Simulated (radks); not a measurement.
Ho, 67 electrons, occupied as [Xe] 4f11 6s2. Method: scalar-relativistic Kohn-Sham, LDA (Slater exchange, VWN5 correlation), spin-polarised, spherical densities, point nucleus; open shells are filled with parallel spins first; hard spherical wall at 3 bohr; computed with a radial shooting solver on a logarithmic mesh with Libxc functionals.

Radial electron density D(r) = 4 pi r^2 rho(r):

```
   r/bohr * D(r) (the largest magnitude, 119, reaches the edge; | marks zero)
 0.001269 |  *
 0.001563 |    *
 0.001924 |     *
 0.002369 |        *
  0.00294 |           *
  0.00362 |              *
 0.004457 |                   *
 0.005487 |                       *
  0.00681 |                             *
 0.008384 |                                  *
  0.01032 |                                      *
  0.01271 |                                        *
  0.01577 |                                        *
  0.01942 |                                      *
  0.02391 |                                    *
  0.02944 |                                    *
  0.03654 |                                       *
  0.04499 |                                              *
  0.05539 |                                                     *
  0.06819 |                                                      *
  0.08464 |                                                *
   0.1042 |                                          *
   0.1283 |                                          *
    0.158 |                                               *
    0.196 |                                               *
   0.2414 |                                    *
   0.2972 |                        *
   0.3659 |                     *
   0.4541 |                         *
   0.5591 |                       *
   0.6884 |                *
   0.8476 |          *
    1.052 |      *
    1.295 |    *
    1.595 |   *
    1.963 |  *
    2.437 |*
```

D(r) has 4 maxima, at r = 0.0142, 0.0640, 0.178, 0.484 bohr, and minima at 0.0274, 0.117, 0.346 bohr, inside which lie 1.93, 11.13, 29.55 electrons.
